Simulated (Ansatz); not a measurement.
CH3GeNS, SMILES `S=C=[N][GeH3]` from Hartree–Fock to CCSD(T)

```
atom   x (Å)   y (Å)   z (Å)
  S1  -1.100  -2.955  -1.225
  C2  -0.654  -1.507  -0.801
  N3  -0.333  -0.400  -0.516
 Ge4   0.392   0.966   0.461
  H5   1.809   0.537   0.855
  H6   0.396   2.189  -0.457
  H7  -0.510   1.169   1.683
```

Total charge 0; spin multiplicity 1. Correlated methods include outer-core shells of Ge, which these sets cover unevenly. Scalar relativity is left out up to krypton. The geometry is a stationary point of PBE0-D4/def2-TZVP. Frozen core, restricted reference, Ansatz 0.2.0.

```json
{"basis": "def2-SVP", "HF (Eh)": "-2566.50712", "MP2 corr.": "-0.64166", "CCSD corr.": "-0.65944", "(T)": "-0.02696", "CCSD(T) total": "-2567.19352"}
{"basis": "def2-TZVPP", "HF (Eh)": "-2567.02045", "MP2 corr.": "-0.77131", "CCSD corr.": "-0.78911", "(T)": "-0.04009", "CCSD(T) total": "-2567.84965"}
{"basis": "def2-QZVPP", "HF (Eh)": "-2567.07780", "MP2 corr.": "-1.07205", "CCSD corr.": "-1.06435", "(T)": "-0.04724", "CCSD(T) total": "-2568.18939"}
```
